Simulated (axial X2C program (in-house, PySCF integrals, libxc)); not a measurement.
## Worked dissociation energy of KC⁺: MP2, with spin–orbit coupling

All values were computed with an in-house all-electron X2C program for linear molecules (integrals from PySCF). Two-component (2c) means X2C with spin–orbit coupling and atomic mean-field two-electron Coulomb and Gaunt terms. Basis: K dyall-cv3z [11s12p6d3f], C dyall-v3z [7s6p2d1f] (cores contracted in-house); Gaussian nuclei, density fitting, unrestricted open shells. Masses: K 38.964 u, C 12.000 u.

Molecular state: Ω = 2 (⟨Sz⟩ = 1.00, ⟨Lz⟩ = 1.00 at HF).

Correlated methods: 12 electrons correlated (number of frozen shells: K 2 s, 1 p; C 1 s), 216 virtual spin orbitals or spinors in MP2.

```
E(K+) (2M_J = 0) : -601.428438 hartree
E(C) (2M_J = 2)  : -37.776114 hartree
E(KC⁺) at Re     : -639.210709 hartree
ωe               : 130.9 cm⁻¹
ωexe             : 3.6 cm⁻¹
```

(1) Work out De and D0.

Occupations by symmetry block were frozen at the best pattern of an incomplete PBE0 search. De is counted from the lowest determinant-based energies of the atoms at the same level, without counterpoise correction. In 2c an atomic determinant is not the ground J level, so De misses part of the atomic spin–orbit lowering. This holds for MP2. Other states lie close and PBE0, whose exact exchange favours high spin, may order them wrongly; the determinant shown need not be the ground state. The nearest other 2c determinant of the search, Ω = 1, lies 0.17 eV up at the distance of the search. The atomic limit has a lower orbital projection than the molecule and lies lower at mean-field level, so De may be about a tenth of an eV too small. With several unpaired electrons one determinant need not be a pure state. Open-shell Ω = 0 determinants with evenly filled partner blocks cannot be reached by this program, so the Ω shown need not be the lowest component.

The bond is weak, and without diffuse functions and with truncated virtuals even CCSD(T) can be tens of per cent off in De.

Each atomic determinant is the lowest at this level and need not be a pure J level. Totals compare only within one Hamiltonian and basis.

## Answers

(1) De = -601.428438 + (-37.776114) − (-639.210709) = 0.00616 hartree = 0.168 eV. The zero-point energy is ωe/2 − ωexe/4 = 65 cm⁻¹ = 0.008 eV, so D0 = 0.160 eV.
